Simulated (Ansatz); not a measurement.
Input for Ansatz (an electronic-structure program): R-MP2/aug-cc-pVTZ on H2OSe (SMILES O[SeH]), atoms moved off the minimum. The run froze 15 orbitals, filled d shells among them.

Ansatz 0.2 input:
```yaml
crystal:
  periodic: [false, false, false]
  atoms:
    - {symbol: Se, position_ang: [-0.19173119, -0.10049131, 0.29094453]}
    - {symbol: H, position_ang: [-1.35695235, -0.43182257, -0.68537002]}
    - {symbol: O, position_ang: [1.05500306, 0.19025505, -0.95798418]}
    - {symbol: H, position_ang: [1.15824227, 1.11146781, -1.15116046]}
basis:
  gaussian:
    orbitals: aug-cc-pVTZ
magnetization: {spin_polarized: false}
correlation: {method: mp2, electrons: outside_noble_gas}
scf: {lower_state_search: off}
output: {forces: true}
```

### Question
Predict the final total energy.

### Answer
-2476.3293 hartree.

### Question
How many basis functions does it have, and what does it roughly cost on one machine?

### Answer
151 functions; roughly 5 core-seconds.
